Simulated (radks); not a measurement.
Results of a calculation; reference values are marked as such.
Effect of the nuclear size on the lutetium ion Lu3+, [Xe] 4f14. Level of theory: Dirac Kohn-Sham, BLYP, spin-unpolarised, spherical densities, finite nucleus; Fermi nuclear charge, rms radius 5.37 fm (a radial shooting solver on a logarithmic mesh with Libxc functionals). The rms radius is varied about that value; shifts are against it.

| rms radius (fm) | total energy shift (eV) | density at nucleus (e/bohr^3) | 1s1/2 shift (meV) | 2s1/2 shift (meV) | 4p1/2 shift (meV) | 5s1/2 shift (meV) | 5p1/2 shift (meV) | 4f7/2 shift (meV) | 6s1/2 (empty) shift (meV) |
|---|---|---|---|---|---|---|---|---|---|
| 4.5323 | -12.9 | 1.173e+06 | -5250 | -721 | -0.152 | -6.14 | 0.118 | 0.682 | -0.974 |
| 4.876 | -7.78 | 1.146e+06 | -3170 | -435 | -0.092 | -3.71 | 0.071 | 0.412 | -0.588 |
| 5.37 | 0 | 1.112e+06 | 0.000 | 0.000 | 0.000 | 0.000 | 0.000 | 0.000 | 0.000 |
| 5.7942 | 7.09 | 1.085e+06 | 2890 | 396 | 0.086 | 3.38 | -0.065 | -0.375 | 0.536 |
| 6.6373 | 22.2 | 1.039e+06 | 9070 | 1240 | 0.276 | 10.6 | -0.202 | -1.18 | 1.68 |

Slopes of the eigenvalues against <r^2> in GHz/fm^2, as finite differences over the two radii next to the reference (eigenvalue slopes, not the field-shift constants of lines): 1s1/2 150000, 2s1/2 20500, 4p1/2 4.41, 5s1/2 175, 5p1/2 -3.35, 4f7/2 -19.4, 6s1/2 (empty) 27.7.
